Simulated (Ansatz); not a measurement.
CH$_{3}$Cl$_{2}$MoNO, SMILES `C[N]=[Mo](=[O])([Cl])[Cl]`, relaxed with RKS PBE0-D4/def2-TZVP in the Gaussian-basis code of Ansatz from a PBE-D4/def2-SVP geometry. The force threshold is 0.005 eV/Å; the program also tests the step.

Charge 0, multiplicity 1. Mo: def2 effective core potential.

Start:

```xyz
9

C    -0.878   -1.161   -0.642
N    -0.435    0.069   -0.087
Mo    0.821    1.057    0.591
O     2.209    0.093    0.599
Cl    0.205    1.584    2.734
Cl    1.116    2.846   -0.810
H    -0.042   -1.888   -0.758
H    -1.656   -1.615    0.013
H    -1.340   -0.985   -1.639
```

(1) By how much does the energy fall, and how many steps does the optimiser take? (An estimate is asked.)

(2) Which bonds change most? (Best estimate.)

(3) Give the relaxed structure. (Best estimate.)

Results:

(1) The calculation gave: 6.21 kJ/mol, in 8 steps.

(2) Computed: Mo3–Cl5 from 2.291 to 2.265 Å; Mo3–Cl6 from 2.291 to 2.265 Å; N2–Mo3 from 1.736 to 1.712 Å; Mo3–O4 from 1.690 to 1.667 Å.

(3) The calculation gave: 
```xyz
9

C    -0.872   -1.156   -0.634
N    -0.430    0.070   -0.080
Mo    0.816    1.042    0.579
O     2.188    0.095    0.569
Cl    0.222    1.554    2.704
Cl    1.076    2.827   -0.790
H    -0.053   -1.881   -0.699
H    -1.672   -1.571   -0.013
H    -1.277   -0.980   -1.636
```
